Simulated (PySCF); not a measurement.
A run for PySCF: R-HF/STO-3G on AsH3 (SMILES [AsH3]).

```python
from pyscf import gto, scf, dft, mp
from pyscf.data.elements import chemcore

mol = gto.M(
    atom='''
    As   -0.30326135   -0.31105770    2.84360337
    H     0.25181809   -1.66317518    2.41491544
    H    -0.32629840   -0.71879075    4.31574782
    H     1.08962611    0.29135163    2.96458610
    ''',
    basis='sto-3g',
    charge=0, spin=0, verbose=3, max_memory=1800)
mf = scf.RHF(mol)
mf.conv_tol = 1e-8
mf.max_cycle = 100
mf.kernel()
if not mf.converged:
    mf = mf.newton().run(mf.mo_coeff, mf.mo_occ)
```

The log:

```
converged SCF energy = -2211.00759819934
```

The run converged.

Cost: around 0.11 core-seconds (rough).
